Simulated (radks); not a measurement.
The numbers below are computed, except where a source is named.
Problem. Ca IX, configuration [Ne] 3s2. Level of theory: scalar-relativistic Kohn-Sham, PBEsol, spin-polarised, spherical densities, finite nucleus; Fermi nuclear charge, rms radius 3.4776 fm (a radial shooting solver on a logarithmic mesh with Libxc functionals). Some entries of the table are withheld. Estimate them.

| orbital | occ. | eigenvalue (eV) | r(max) (bohr) |
|---|---|---|---|
| 1s | 2 | (1) | (2) |
| 2s | 2 | -575.8720 | (3) |
| 2p | 6 | (4) | 0.2449 |
| 3s | 2 | -178.5712 | 0.9160 |
| 3p | 0 | (5) | 0.9260 |
| 4s | 0 | (6) | 1.978 |

Solution. 
(1) 1s eigenvalue (eV): -4117.329
(2) 1s r(max) (bohr): 0.05032
(3) 2s r(max) (bohr): 0.2989
(4) 2p eigenvalue (eV): -497.9801
(5) 3p eigenvalue (eV): -157.2720
(6) 4s eigenvalue (eV): -83.9914
